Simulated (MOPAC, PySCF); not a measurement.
C10H12Si, SMILES `C=C/C(=C\c1ccccc1)[SiH3]` (C–C–C–Si torsion -18°, C–C–C–C torsion 148°), neutral singlet in the gas phase. 

Cartesian coordinates (Å):
SMILES: C=C/C([SiH3])=C\c1ccccc1
```xyz
23

C     -2.3065    -1.3541     1.9865
C     -1.4153    -0.9755     1.0538
C     -1.5974     0.1199     0.0945
Si    -3.3392     0.7712    -0.2245
C     -0.5784     0.6503    -0.6377
C      0.8632     0.3717    -0.5518
C      1.6406     0.4510    -1.7253
C      3.0107     0.1966    -1.7004
C      3.6429    -0.1209    -0.4939
C      2.8936    -0.1713     0.6850
C      1.5202     0.0743     0.6594
H     -3.2516    -0.8250     2.1432
H     -2.1116    -2.2082     2.6394
H     -0.4861    -1.5496     0.9671
H     -4.2624    -0.3343    -0.6134
H     -3.2748     1.7804    -1.3204
H     -3.9088     1.4245     0.9921
H     -0.8391     1.3771    -1.4160
H      1.1518     0.7052    -2.6696
H      3.5907     0.2516    -2.6248
H      4.7181    -0.3138    -0.4706
H      3.3847    -0.3924     1.6358
H      0.9545     0.0712     1.5916
```
Charge 0, multiplicity 1.

All levels are single points at this geometry (B3LYP-D3(BJ)/def2-SVP); Pople sets use spherical d functions. Orbital energies aren't observables, and empty levels follow the basis.

PM3 in MOPAC gives gap (eV) = 8.32.

Task: Estimate the gap (eV) from each of these levels: B3LYP-D3(BJ)/def2-TZVP in PySCF; B3LYP/3-21G in PySCF; B3LYP/6-311+G** in PySCF; BP86/6-31G* in PySCF; SVWN5/6-31G* in PySCF; HF/3-21G in PySCF; HF/6-31G* in PySCF; PM6 in MOPAC.

Result: 
```
level                            gap (eV)
-------------------------------  --------
B3LYP-D3(BJ)/def2-TZVP in PySCF      4.45
B3LYP/3-21G in PySCF                 4.62
B3LYP/6-311+G** in PySCF             4.44
BP86/6-31G* in PySCF                 3.16
SVWN5/6-31G* in PySCF                3.14
HF/3-21G in PySCF                   10.27
HF/6-31G* in PySCF                  10.21
PM6 in MOPAC                         8.37
```
